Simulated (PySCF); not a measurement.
Consider 2-(trifluoromethyl)benzonitrile, `N#Cc1ccccc1C(F)(F)F` (C8H4F3N). Coordinates in Å; atoms count from 1 in this order:
```
N     1.1725    3.1875    0.6714
C     0.6427    2.1793    0.4597
C    -0.0637    0.9584    0.2036
C    -1.4643    0.9857    0.2258
C    -2.1919   -0.1756   -0.0156
C    -1.5281   -1.3702   -0.2815
C    -0.1341   -1.4064   -0.3068
C     0.6041   -0.2521   -0.0664
C     2.1143   -0.3005   -0.0868
F     2.6268    0.0253    1.1044
F     2.5613   -1.5216   -0.3946
F     2.6185    0.5488   -0.9863
H    -1.9718    1.9287    0.4352
H    -3.2832   -0.1442    0.0050
H    -2.0952   -2.2839   -0.4710
H     0.3888   -2.3403   -0.5153
```

These are calculated values, ωB97X-D3(BJ)/ma-def2-SVP in PySCF (grid level 2) at geometries from PBE0-D3(BJ)/ma-def2-SVP. The prefix ma- adds one diffuse s and one diffuse p function on all atoms but H. Thermal corrections: GFN2-xTB frequencies, unscaled, ideal gas at 298.15 K and 1 bar, quasi-RRHO entropy. These were taken at the GFN2-xTB minima.

Question: What are the vertical and the adiabatic electron affinity for forming the radical anion?

Answer: 0.52 eV vertical and 0.87 eV adiabatic, the latter with zero-point energy.

Question: What reduction potential follows in dichloromethane (IEF-PCM), on the absolute scale?

Answer: In the gas phase −ΔG of reduction is 0.900 eV, and solvation is -27.5 kJ/mol for the parent and -183.3 kJ/mol for the product, so the absolute potential is 2.51 V. The solvent is electrostatics only, on gas-phase structures; the absolute scale refers to an electron at rest in vacuum.

Note: ma-def2-SVP is a small basis, whose errors can reach tens of kJ/mol.
